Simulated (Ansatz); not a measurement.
`C[O][W](=[NH])(=[NH])[OH]`. Total charge 0; spin multiplicity 1. W: def2 effective core potential.

```xyz
12

C     1.930   -0.728   -0.749
O     0.871   -0.748    0.170
W    -0.785    0.127    0.329
N    -0.861    0.903    1.898
N    -0.917    1.274   -0.990
O    -2.236   -1.101    0.177
H     2.811   -0.274   -0.285
H     1.667   -0.162   -1.648
H     2.175   -1.755   -1.033
H    -0.901    1.648    2.573
H    -1.037    2.184   -1.404
H    -2.718   -1.366    0.963
```

(1) List the harmonic frequencies (cm⁻¹, unscaled) at PBE0-D4/def2-TZVP in Ansatz. (An estimate is asked.)

(2) Is this a minimum?

(3) Give the ideal-gas thermochemistry at 298.15 K and 1 bar (rigid rotor, harmonic oscillator; point group C1, symmetry number 1).

(4) And at 400, 500, 600, 800 and 1000 K?

Answers

(1) The calculation gave: 48, 90, 127, 208, 240, 243, 269, 292, 320, 388, 570, 583, 597, 671, 692, 728, 986, 1029, 1156, 1177, 1190, 1472, 1487, 1492, 3025, 3101, 3107, 3664, 3676, 3908.

(2) Yes, all 30 modes are real.

(3) Zero-point energy 218.5 kJ/mol; H(298) − E = 245.3 kJ/mol; entropy 400.6 J/(mol·K), of which translation 178.3, rotation 116.4, vibration 105.9; G(298) − E = 125.9 kJ/mol. Modes under 100 cm⁻¹ are hindered rotations or soft bends, so the harmonic entropy is rough.

(4) 
| T (K) | H − E (kJ/mol) | S (J/mol/K) | G − E (kJ/mol) |
| --- | --- | --- | --- |
| 400 | 260.6 | 444.5 | 82.8 |
| 500 | 277.5 | 482.1 | 36.4 |
| 600 | 295.8 | 515.5 | -13.5 |
| 800 | 335.8 | 572.9 | -122.5 |
| 1000 | 378.9 | 620.9 | -242.0 |
